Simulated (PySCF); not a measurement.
## A ladder of Hamiltonians for Mg⁸⁺ (magnesium, charge +8)

Occupied: 1s1/2, 2s1/2. Hartree-Fock calculated with PySCF 2.14 in an uncontracted even-tempered set (20 s from 0.3 bohr⁻², ratio 2.3; 12 p from 0.36 bohr⁻², ratio 2.3), Gaussian nucleus throughout. NR is non-relativistic, sf-X2C the spin-free one-electron X2C Hamiltonian, X2C adds the bare one-electron spin-orbit term, X2C-SNSO screens it by Boettger's factors, DC is four-component Dirac-Coulomb, and the Gaunt and Breit terms are added at first order (total energies over the DC spinors, levels after relaxing the spinors in that mean field). QED terms are absent. Levels marked empty are virtual spinors of this ion.

```json
{"level (eV)": "1s1/2", "NR": "-1646.0", "sf-X2C": "-1648.6", "X2C": "-1648.6", "X2C-SNSO": "-1648.6"}
{"level (eV)": "2s1/2", "NR": "-323.60", "sf-X2C": "-324.26", "X2C": "-324.26", "X2C-SNSO": "-324.26"}
{"level (eV)": "2p1/2 (empty)", "NR": "-265.13", "sf-X2C": "-265.25", "X2C": "-265.61", "X2C-SNSO": "-265.55"}
{"level (eV)": "2p3/2 (empty)", "NR": "-265.13", "sf-X2C": "-265.25", "X2C": "-265.08", "X2C-SNSO": "-265.10"}
{"level (eV)": "3s1/2 (empty)", "NR": "-114.75", "sf-X2C": "-114.92", "X2C": "-114.92", "X2C-SNSO": "-114.92"}
```

Task: Where do the four-component calculations put these levels?

Result: 1s1/2: DC -1648.9, DC+Gaunt -1648.3, DC+Breit -1648.3; 2s1/2: DC -324.28, DC+Gaunt -324.23, DC+Breit -324.23; 2p1/2 (empty): DC -265.56, DC+Gaunt -265.48, DC+Breit -265.49; 2p3/2 (empty): DC -265.11, DC+Gaunt -265.06, DC+Breit -265.07; 3s1/2 (empty): DC -114.93, DC+Gaunt -114.91, DC+Breit -114.92 (eV).

| Hamiltonian | E (hartree) | E − E(DC) (hartree) | CPU seconds |
| --- | --- | --- | --- |
| NR | -161.9658 | 0.3104 | 0.19 |
| sf-X2C | -162.2640 | 0.0123 | 0.1 |
| X2C | -162.2640 | 0.0123 | 0.11 |
| X2C-SNSO | -162.2640 | 0.0123 | 0.11 |
| DC | -162.2762 | 0.0000 | 1.8 |
| DC+Gaunt | -162.2512 | 0.0250 | 3.6 |
| DC+Breit | -162.2516 | 0.0246 | 31 |

Weight of the small component: 1s1/2 0.00182, 2s1/2 0.000343, 2p1/2 0.000314, 2p3/2 0.000313, 3s1/2 0.000116.

Koopmans' value for the highest occupied level at DC+Breit: 324.23 eV, against an ionisation energy of 327.99 eV (semi-empirical (NIST evaluation); NIST Atomic Spectra Database, ionization energies); the former lacks relaxation, correlation, QED and recoil.

The whole ladder took 38 s of wall time on 1 thread of Intel(R) Xeon(R) 6975P-C (shared host), launched as `OMP_NUM_THREADS=1 python relrun2.py TASK.json OUT` (a driver that calls PySCF for each Hamiltonian).
